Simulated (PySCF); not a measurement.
Calculated NMR parameters of C#C[C@@H](/C=C/[SiH3])NC=O

- Formula: C6H9NOSi
- SMILES: C#C[C@@H](/C=C/[SiH3])NC=O
- Point group of the computed structure: C1
- Degrees of unsaturation: 4
- Carbon signals: 6
- Proton signals: 7

Bonds (- single, = double, # triple, : aromatic): C1#C2, C2-C3, C3-C4, C4=C5, C5-Si6, C3-N7, N7-C8, C8=O9. C1 carries H10; C3 carries H11; C4 carries H12; C5 carries H13; Si6 carries H14, H15, H16; N7 carries H17; C8 carries H18. Stereochemistry as in C#C[C@@H](/C=C/[SiH3])NC=O.

PySCF 2.14.0 with density-fitted response routines calculation with coordinates at the GFN2-xTB level and NMR shieldings at PBE0/pcSseg-1/GIAO; isolated molecule, a single conformation, averaged over atoms made equivalent by symmetry, fast rotation or ring inversion, non-relativistic.

δ = σ(ref) − σ, references computed at the same level: ¹H (31.72 ppm), ¹³C (186.93 ppm), ²⁹Si (349.16 ppm) vs TMS; NH3 for ¹⁵N (267.73 ppm); H2O for ¹⁷O (336.08 ppm).

```tsv
carbon	δC, type	δH (multiplicity)	HMBC from (2–3 bonds)	span of the C tensor (ppm)
C1	80.5, CH	1.87 (d)	H11	205
C2	86.8, C	–	H12, H11, H10	300
C3	45.1, CH	5.64 (m)	H18, H12, H13, H10	42
C4	155.1, CH	6.16 (m)	H13, H11, H14/H15/H16	225
C5	131.7, CH	6.15 (m)	H12, H11, H14/H15/H16	216
C8	158.9, CH	8.21 (d)	H11	165
```

Other nuclei:
```csv
atoms,nucleus,environment,δ (ppm),σ (ppm)
H17,¹H,hydrogen on an amide-type nitrogen,4.74,26.97
H14/H15/H16,¹H,hydrogen on a silicon bonded to C,4.18,27.54
Si6,²⁹Si,"silicon bonded to C, 3 H",-72.5,421.6
N7,¹⁵N,amide-type nitrogen,152.9,114.8
O9,¹⁷O,amide-type carbonyl oxygen,414.1,-78.0
```

- Carbon types of the structure: 1 × C, 5 × CH, leaving 4 H on heteroatoms.
- δC 158.9: amide carbonyl carbon; lone-pair donation from the attached heteroatom keeps it upfield of a ketone carbonyl.
- δC 155.1, 131.7: alkene CH; an sp2 carbon of a C=C bond.
- δC 86.8: alkyne carbon; sp carbons lie upfield of alkene carbons because the cylindrical π system leaves one tensor component strongly shielded.
- δC 80.5: terminal alkyne carbon; the triple bond shields along its axis, which puts it between sp3 and sp2 carbons.
- δH 4.74: hydrogen on an amide-type nitrogen; exchangeable, gas-phase position.

Exchangeable OH/NH protons stand at their gas-phase positions; hydrogen bonding in a real sample shifts them, mostly to higher δ. Amide-type NH protons are broadened by 14N but still split neighbouring CH signals. Shifts are as computed. Against solution values, carbons near 30 ppm lie about +3 ppm off and those near 130 ppm about +5 ppm. Of 1309 compounds with measured shifts, 239 miss one by over three times the rms of a fit or turn the order of signals round; such compounds aren't used in these exercises. Hydrogen bonding in solution shields acid and N–H amide carbonyl oxygens by tens of ppm. Hydrogen bonding in solution deshields acid and N–H amide carbonyl carbons by as much as 10 ppm beyond these values. Unscaled 17O shifts of doubly bonded oxygen tend to come out too high, by tens of ppm or more. Experimental scales use liquid or dissolved standards, which lie at an offset from isolated NH3 (liquid NH3: subtract about 20 ppm) and H2O (liquid H2O: subtract about 36 ppm). Unscaled 15N shifts of sp2 nitrogen come out 20 to 40 ppm too high even then. No couplings were computed; multiplicities are counted from neighbouring protons, with m where these are inequivalent, close in shift, in a saturated or five-membered ring or joined by F or P, and br s for small geminal =CH2 splittings.
